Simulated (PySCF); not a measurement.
Excitation energy of Al by level of theory

Al [Ne] 3s2 3p1 (2P) → Al [Ne] 3s1 3p1 3d1 (high-spin determinant), as a difference of total energies. Calculation: PySCF 2.14, in aug-cc-pwCVDZ (6s5p3d, 36 functions); no relativity, point nucleus. Correlated levels: valence: [Ne] frozen; valence and next inner shell: 1s2 frozen; nothing frozen. The calculations carry no spin-orbit coupling.

```json
{"method": "UHF", "excitation energy (cm⁻¹)": "65234"}
{"method": "LDA", "excitation energy (cm⁻¹)": "70426"}
{"method": "PBE", "excitation energy (cm⁻¹)": "69139"}
{"method": "PBE0", "excitation energy (cm⁻¹)": "69846"}
{"method": "r2SCAN", "excitation energy (cm⁻¹)": "68433"}
{"method": "revPBE", "excitation energy (cm⁻¹)": "68427"}
{"method": "r2SCAN0", "excitation energy (cm⁻¹)": "69617"}
{"method": "PW91", "excitation energy (cm⁻¹)": "69315"}
{"method": "wB97X-V", "excitation energy (cm⁻¹)": "73798"}
{"method": "MP2 (valence)", "excitation energy (cm⁻¹)": "71093"}
{"method": "SCS-MP2 (valence)", "excitation energy (cm⁻¹)": "72753"}
{"method": "MP2 (valence and next inner shell)", "excitation energy (cm⁻¹)": "72341"}
{"method": "SCS-MP2 (valence and next inner shell)", "excitation energy (cm⁻¹)": "73723"}
{"method": "MP2 (all electrons)", "excitation energy (cm⁻¹)": "72335"}
{"method": "SCS-MP2 (all electrons)", "excitation energy (cm⁻¹)": "73718"}
```

The upper state lies above the first ionisation limit, but in LS coupling its spin forbids autoionisation to the ground ion.

The promoted electron is Rydberg-like, and one or two diffuse shells describe it only roughly, which tends to raise the upper state.

The determinant of the upper state mixes LS terms, which raises its energy above the lowest term, most at the Hartree-Fock and MP2 levels.
